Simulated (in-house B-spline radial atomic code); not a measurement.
Ionisation energies along the 28-electron series, configuration [Ar] 3d10, as differences of self-consistent energies. Dirac energy differences include first-order Breit, QED and recoil terms. NIST's values go from ground level to ground level; the uncertainty of those that are theory runs from under 0.1 % in few-electron ions to several per cent in heavy many-electron ones. Computed with a B-spline radial code for spherical atoms: Dirac-Hartree-Fock, average of the configuration, finite nuclei.

| ion | configuration after | ionisation energy (eV) | IE/(q+1)² (eV) | Breit and QED recoil part (eV) | tabulated value (eV) | tabulated kind | computed minus tabulated (eV) |
| --- | --- | --- | --- | --- | --- | --- | --- |
| La29+ | [Ar] 3d9 | 1807.2 | 2.008 | -0.98342 | 1800 | tabulated theory | 7.2 |
| Ce30+ | [Ar] 3d9 | 1916.1 | 1.9939 | -1.0765 | 1908 | tabulated theory | 8.1 |
| Pr31+ | [Ar] 3d9 | 2028.1 | 1.9805 | -1.175 | 2019 | tabulated theory | 9.1 |
| Nd32+ | [Ar] 3d9 | 2143.1 | 1.9679 | -1.2791 | 2134 | tabulated theory | 9.1 |
| Pm33+ | [Ar] 3d9 | 2261.2 | 1.9561 | -1.3889 | 2251 | tabulated theory | 10.2 |
| Sm34+ | [Ar] 3d9 | 2382.4 | 1.9448 | -1.5045 | 2371 | tabulated theory | 11.4 |
| Eu35+ | [Ar] 3d9 | 2506.7 | 1.9342 | -1.6262 | 2495 | tabulated theory | 11.7 |
| Gd36+ | [Ar] 3d9 | 2634.0 | 1.9241 | -1.754 | 2621 | tabulated theory | 13.0 |
| Tb37+ | [Ar] 3d9 | 2764.5 | 1.9145 | -1.8882 | 2750 | tabulated theory | 14.5 |
| Dy38+ | [Ar] 3d9 | 2898.0 | 1.9054 | -2.0288 | 2882 | tabulated theory | 16.0 |

Where a p, d or f electron is removed, the computed value is a mean over both j, so it misses the tabulated one by a part of the spin-orbit splitting; averaging over terms and missing correlation add to the gap, relatively most at low charge.
